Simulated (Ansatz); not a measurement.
Species: H$_{4}$BN$_{2}$, SMILES `N[B]N` (H–N–B–N torsion 0°, N–B–N–H torsion 0°) (charge 0, multiplicity 2).

Q: Give a relaxed geometry from Ansatz (a first-principles code) with B3LYP-D3(BJ)/def2-TZVP.

A: Several could match; the one computed here: the end point of this relaxation, one of several conformers (outside a Z-matrix the atoms follow the SMILES, hydrogens last).
Z-matrix (Å, degrees):
```
B
N 1 1.3992
H 2 1.0035 1 122.57
H 2 1.0116 3 113.35 1 180.00
N 1 1.3992 2 127.78 3 -180.00
H 5 1.0035 1 122.57 2 180.00
H 5 1.0116 6 113.35 1 180.00
```
